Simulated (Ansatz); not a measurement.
The same path of FH3NOSi (7 atoms, charge 0, multiplicity 2) was run 3 times with different band settings. Lost on the way: O3–H7. Made: Si2–H7.

Computed with Ansatz 0.2.0, UKS PBE0-D4/def2-SVP.

Relaxed end points:

```xyz
7
Properties=species:S:1:pos:R:3
N -0.467 1.095 -0.073
Si 0.044 -0.442 0.488
O 1.153 -0.982 -0.624
F -1.301 -1.365 0.509
H 0.220 1.802 -0.310
H -1.326 1.502 0.278
H 1.739 -1.679 -0.314
```

```xyz
7
Properties=species:S:1:pos:R:3
N -0.234 0.988 0.157
Si 0.183 -0.675 0.034
O 0.083 -0.889 -1.598
F -0.898 -1.607 0.790
H 0.489 1.697 0.227
H -1.061 1.338 -0.317
H 1.499 -0.919 0.662
```

Common settings: climbing image yes; spring 5.0 eV/Å²; optimiser quadratic models (default); force threshold 0.05 eV/Å; iteration limit 60; end points relaxed.

| run | movable images | start path |
| --- | --- | --- |
| 1 | 5 | through a guess of the saddle point |
| 2 | 3 | through a guess of the saddle point |
| 3 | 5 | straight line |

**Question.** What does each run give, and how far can it be trusted?

**Answer.** Run 1: converged after 10 iterations, highest image 1.768 eV above the first end. Neighbouring images differ by up to 1.4 eV, so the band resolves the path poorly. A vibrational analysis at the climbing image gives one clearly imaginary mode, 1429i cm⁻¹: a first-order saddle point.
Run 2: converged after 16 iterations, highest image 1.768 eV above the first end. Neighbouring images differ by up to 1.4 eV, so the band resolves the path poorly. Another band between the same ends (5 images) ends at a top of the same energy, where a vibrational analysis finds 1 clearly imaginary mode. So few images can step over the top or miss a turn of the path.
Run 3: converged after 8 iterations, highest image 1.768 eV above the first end. Neighbouring images differ by up to 1.4 eV, so the band resolves the path poorly. Another band between the same ends (5 images) ends at a top of the same energy, where a vibrational analysis finds 1 clearly imaginary mode.
